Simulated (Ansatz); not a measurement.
The first iterations of a band of ClH3Sn + FH (7 atoms, charge 0, multiplicity 1).

The calculation used RKS PBE0-D4/def2-SVP in Ansatz.

```json
{"movable images": "7", "climbing image": "yes", "spring": "5.0 eV/Å²", "optimiser": "quadratic models (default)", "start path": "straight line", "force threshold": "0.05 eV/Å", "iteration limit": "58", "end points": "relaxed"}
```

Initial state:

```xyz
7
Properties=species:S:1:pos:R:3
Sn 0.179 0.000 -0.108
Cl 0.131 0.000 2.290
H 1.856 0.000 -0.442
H -0.578 1.442 -0.596
H -0.578 -1.442 -0.596
F -2.605 0.000 1.166
H -1.978 0.000 1.859
```

Final state:

```xyz
7
Properties=species:S:1:pos:R:3
Sn -0.717 0.000 -0.536
Cl 0.767 0.000 3.089
H 0.951 0.000 -0.208
H -1.308 1.433 -1.245
H -1.308 -1.433 -1.245
F -1.571 0.000 1.247
H -0.388 0.000 2.471
```

| iteration | highest image above the first end (eV) | largest band force component (eV/Å) |
| --- | --- | --- |
| 1 | 1.759 | 3.299 |
| 2 | 0.945 | 1.828 |

Task: Does the band converge within its limit, and where does its top end?

Result: It converged. It ended after 7 iterations with the highest image 0.852 eV above the first end. Another band between the same ends (7 images) ends at a top of the same energy, where a vibrational analysis finds 2 clearly imaginary modes. The orbitals stay closed-shell, which can raise the energy where a bond breaks towards radicals; this wasn't checked here.

The run took 2.9 min on 1 thread of Arm Neoverse V2 (shared host), peak memory 0.18 GiB.
